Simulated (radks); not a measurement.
Question: These are the eigenvalues of the occupied orbitals of an atom or ion with whole-number occupations (Ry). Calculated with a radial shooting solver on a logarithmic mesh with Libxc functionals: Dirac Kohn-Sham, PBE, spin-unpolarised, spherical densities, point nucleus.

orbital  eigenvalue
1s1/2     -62.72048
2s1/2      -4.08968
2p1/2      -2.37745
2p3/2      -2.36874

Which element is it, and in what charge state? The configuration may be excited. Open shells, if any, fill j = l - 1/2 first.

Answer: Z = 10, neon, charge +1: Ne+ in [He] 2s2 2p5. The list shows which subshells hold electrons but not how many an open one holds; the 1s level, -31.36 hartree, gives Z - s = 7.9 by -(Z - s)^2/2, which with screening and relativity narrows Z to a few neighbours, and the depths of the outer levels then fix element, charge and occupations together.
